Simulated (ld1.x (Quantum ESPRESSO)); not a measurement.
## Varying the ultrasoft potential for tin (Sn)

Base potential:

Sn, ultrasoft, made with ld1.x (Quantum ESPRESSO) 7.5 (PBE, scalar-relativistic). Core [Ar] 3d10, reference 4s2 4p6 4d10 5s1.75 5p2.25. Waves: 4s (bound): rcut 1.15, rcutus 1.35 bohr; 5s (bound): rcut 1.15, rcutus 1.35 bohr; 4p (bound): rcut 1.30, rcutus 1.60 bohr; 5p (bound): rcut 1.30, rcutus 1.60 bohr; 4d (bound): rcut 1.05, rcutus 1.35 bohr; 4d channel at -1 Ry: rcut 1.05, rcutus 1.35 bohr. Local part: all-electron potential smoothed inside 1.50 bohr (lloc = -1). Core correction: a·sin(br)/r model core, default radius (core density twice the valence density). Augmentation charge: built from norm-conserving waves at rcut, not smoothed further.

All-electron outer shells of the reference configuration (PBE, scalar-relativistic, ld1.x):

```tsv
shell	level (eV)	outermost node (bohr)	outermost maximum (bohr)
3p	-699.21	0.14	0.30
3d	-473.82	–	0.25
4s	-134.33	0.40	0.74
4p	-90.10	0.41	0.79
4d	-26.22	0.39	0.88
5s	-10.77	0.98	2.01
5p	-3.86	1.09	2.55
```

Cutoffs, loose and tight: the cutoffs (Ry, on a coarse ladder) from which the occupation-weighted sum of valence levels, in a spherical-Bessel basis at the reference potential, stays within 10 and 1 mRy of its value at 400 Ry. They do not see the model core or the augmentation charge, which bear on the density cutoff. Test errors are all-electron minus pseudo excitation energies from the reference, over the configurations 4s2 4p6 4d10 5s2 5p2; 4s2 4p6 4d10 5s2 5p1; 4s2 4p6 4d10 5s2 5p0; 4s2 4p6 4d9 5s2 5p2; 4s2 4p6 4d10 5s1 5p0; 4s2 4p6 4d10 5s1 5p3; 4s1 4p6 4d10 5s2 5p2. A dash means not determined; rows that change the core or the reference have their own tests.

Cutoffs are not given where the Bessel-basis levels miss the radial ones by over 6 mRy, ghosts where they miss by over 20 mRy; a channel whose overlap is not positive is not tested.

On the changes marked as counting shells twice: ld1.x takes every shell without a wave as core, so the model core holds the marked electrons as well and exchange and correlation see them twice. This cancels in the reference configuration, but the file is broken for other ones, and its errors say nothing about a proper core correction.

A file whose overlap is not positive is unfit for use, and its test errors describe a broken file.

| change | outcome | cutoff, loose | cutoff, tight | bound ghosts | largest test error (meV) |
| --- | --- | --- | --- | --- | --- |
| base | generated, overlap not positive | – | – | not determined (overlap not positive) | +5109 |
| local potential all-electron potential smoothed inside 1.10 bohr (lloc = -1) | generated, overlap not positive | – | – | not determined (overlap not positive) | -4841 |
| non-relativistic | generated, overlap not positive | – | – | not determined (overlap not positive) | +3543 |
| local potential all-electron potential smoothed inside 1.18 bohr (lloc = -1) | generated, overlap not positive | – | – | not determined (overlap not positive) | +5456 |
| all radii but the core radius scaled by about 0.95 (s 1.28, p 1.52, d 1.28 bohr, rcut 1.08/1.24/1.00); local potential all-electron potential smoothed inside 1.42 bohr (lloc = -1) | generated, overlap not positive | – | – | not determined (overlap not positive) | -3002 |
| wave 4d channel at -1 Ry: rcut 1.05, rcutus 1.35 bohr becomes 4d channel at -1.77 Ry: rcut 1.05, rcutus 1.35 bohr | generated, overlap not positive | – | – | not determined (overlap not positive) | +5108 |
| type TM; waves now 4s (bound): rc 1.35 bohr; 4d (bound): rc 1.35 bohr; 4p (bound): rc 1.60 bohr; local potential the p channel (5p, 5s counted twice) | generated, misses its reference levels by 1.98 eV | 100 Ry | 160 Ry | none | -5833 |
